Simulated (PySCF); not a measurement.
## Steps of a relaxation of [ReO3Cl]−

[ReO3Cl]− (doublet; a saddle point, relaxed within its symmetry). PySCF 2.14.0, UKS PBE, Re def2-SVP with ECP60, O def2-SVP, Cl def2-SVP; non-relativistic Hamiltonian with scalar-relativistic core potentials where named; density fitting; no spin-orbit coupling. Origin of the start: released along the symmetry-breaking force. Columns: position (Å) and force (eV/Å). Energies are counted from the last step; some of the 6 steps are shown. Forces carry noise of the integration grid, about 0.01 to 0.03 eV/Å.

Run from Python with OMP_NUM_THREADS=2. Where DIIS fails, smearing, a level shift and second-order steps follow.
It took 23 s on 2 threads of Arm Neoverse V1, on a shared host, from the converged density of the start.

```xyz
5
step 0  E = 0.545 eV
Re    0.1394   -0.1394    0.0970    -4.71    4.71    6.68
O     1.0722    0.9819    1.1974    -0.82   -1.04   -1.01
O    -0.9820   -1.0721    1.1974     1.04    0.82   -1.01
O     1.0498   -1.0499   -0.8921     4.27   -4.27   -4.74
Cl   -1.2665    1.2666   -1.2059     0.22   -0.22    0.08
```

```xyz
5
step 2  E = 0.003 eV
Re    0.1105   -0.1105    0.1254     0.27   -0.28   -0.36
O     1.0225    0.9528    1.2115    -0.03    0.01    0.05
O    -0.9530   -1.0224    1.2115    -0.01    0.04    0.05
O     1.0951   -1.0952   -0.9567    -0.26    0.26    0.24
Cl   -1.2622    1.2624   -1.1977     0.03   -0.03    0.02
```

```xyz
5
step 3  E = 0.000 eV
Re    0.1141   -0.1141    0.1213     0.00    0.00    0.03
O     1.0178    0.9508    1.2144     0.00    0.01   -0.01
O    -0.9509   -1.0177    1.2143    -0.01    0.00    0.00
O     1.0909   -1.0911   -0.9586     0.00    0.00   -0.02
Cl   -1.2590    1.2592   -1.1975     0.01   -0.01    0.00
```

Problem. Where does the relaxation end?

Solution. It converges at step 5 in Cs:
```xyz
5
step 5  E = 0
Re    0.1146   -0.1147    0.1234
O     1.0184    0.9526    1.2145
O    -0.9527   -1.0184    1.2146
O     1.0891   -1.0893   -0.9611
Cl   -1.2566    1.2569   -1.1976
```

Problem. How did the contacts change?

Solution. 
```json
{"contact": "Re1–O2 (O)", "start (Å)": "1.827", "end (Å)": "1.774"}
{"contact": "Re1–O3 (O)", "start (Å)": "1.827", "end (Å)": "1.774"}
{"contact": "Re1–O4 (O)", "start (Å)": "1.624", "end (Å)": "1.754"}
{"contact": "Re1–Cl5 (Cl)", "start (Å)": "2.377", "end (Å)": "2.347"}
```


Open shells may have lower solutions than the one found.
